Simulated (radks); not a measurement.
The numbers below are computed, except where a source is named.
Mean orbital radii <r> (bohr) of neutral hafnium, [Xe] 4f14 5d2 6s2, at several levels of relativity; Dirac values are averaged over j with weights 2j + 1. Spin-unpolarised spherical Kohn-Sham, PBE, point nucleus unless stated (finite: rms radius 5.347 fm), a radial shooting solver on a logarithmic mesh with Libxc functionals. A level marked "c x" has the speed of light scaled by that factor and shares open shells by 2j + 1; other Dirac levels either fill j = l - 1/2 first or share by 2j + 1.

\begin{tabular}{lrrrrr}
shell & non-rel. & scalar-rel. & scalar-rel., finite nucleus & Dirac, c x 1.5 & change of magnitude, last against first (%) \\ \hline
2p & 0.07534 & 0.07173 & 0.07172 & 0.07357 & -2.35 \\
3s & 0.2268 & 0.2086 & 0.2087 & 0.2188 & -3.51 \\
3p & 0.2167 & 0.2085 & 0.2085 & 0.2128 & -1.83 \\
3d & 0.1904 & 0.1890 & 0.1890 & 0.1898 & -0.36 \\
4s & 0.5080 & 0.4682 & 0.4683 & 0.4908 & -3.38 \\
4p & 0.5166 & 0.4976 & 0.4976 & 0.5078 & -1.70 \\
4d & 0.5376 & 0.5352 & 0.5352 & 0.5365 & -0.20 \\
5s & 1.241 & 1.135 & 1.135 & 1.196 & -3.63 \\
5p & 1.392 & 1.342 & 1.342 & 1.369 & -1.60 \\
4f & 0.6518 & 0.6773 & 0.6773 & 0.6626 & +1.65 \\
6s & 3.780 & 3.450 & 3.451 & 3.642 & -3.65 \\
5d & 2.346 & 2.514 & 2.514 & 2.415 & +2.96 \\
\end{tabular}
